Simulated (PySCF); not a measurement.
CaCl2, SMILES [Cl][Ca][Cl] (connectivity only; charge and spin as stated), charge -1, multiplicity 2.

Geometry: B3LYP-D3(BJ)/def2-TZVPD. The spin state was assumed, not searched. The isomer is the one that the SMILES or the coordinates give; other isomers of the formula were not compared.

These are ωB97X/def2-TZVPD (PySCF) values and carry that method's errors.

Gas-phase values at a fixed geometry.

Computed frontier levels, dipole moment and polarisability:
```json
{
  "α spin, highest occupied and lowest empty level": "-1.32 and 3.98 eV",
  "β spin, highest occupied and lowest empty level": "-6.54 and 4.27 eV",
  "dipole_moment_about_the_centre_of_nuclear_charge": "1.87 D",
  "mean_static_polarisability": "204.3 bohr³ (30.27 Å³)",
  "polarisability_principal_values": "169.5, 171.3, 272.1 bohr³",
  "⟨S²⟩": "0.751 (pure state 0.75)"
}
```
